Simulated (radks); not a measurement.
Problem. Spherical quantum dot in the effective-mass picture: electrons in a well V = -V0 / (1 + exp((r - R)/a)) with V0 = 5.16, R = 8.43, a = 0.29, with a point charge +1 (a donor) at the centre, all in effective atomic units (hartree* = m*/eps^2 hartree, bohr* = eps/m* bohr), one dielectric constant everywhere. Calculated with a radial shooting solver with Libxc functionals: non-relativistic Kohn-Sham, PBEsol, spin-polarised, spherical densities. Levels are named by radial order and angular momentum (1s, 1p, 1d, 2s, ...), and open shells are averaged over m. Each electron was tried in the lowest free levels, single moves between levels near the top were tried too, and the lowest total energy was kept; such a search can miss a lower state. The series stops at N = 16: beyond it a trial failed or the search could not be trusted, so later rows were left out. Give the order in which the levels fill up to N = 16, the shell closures and the spin along the way.

Solution. Shells are first occupied in the order 1s, 1p, 2s, 1d. Open shells at each N (closed shells left out): 1: 1s(up 1, down 0); 2: none; 3: 1p(up 1, down 0); 4: 1p(up 2, down 0); 5: 1p(up 3, down 0); 6: 1p(up 3, down 0) 2s(up 1, down 0); 7: 1p(up 3, down 1) 2s(up 1, down 0); 8: none; 9: 2s(up 1, down 0); 10: 1d(up 1, down 0) 2s(up 1, down 0); 11: 1d(up 2, down 0) 2s(up 1, down 0); 12: 1d(up 3, down 0) 2s(up 1, down 0); 13: 1d(up 4, down 0) 2s(up 1, down 0); 14: 1d(up 5, down 0) 2s(up 1, down 0); 15: 1d(up 5, down 1) 2s(up 1, down 0); 16: 1d(up 5, down 2) 2s(up 1, down 0). All shells are closed at N = 2, 8 (there: 1s2 1p6). Largest 2S: 6, at N = 14.
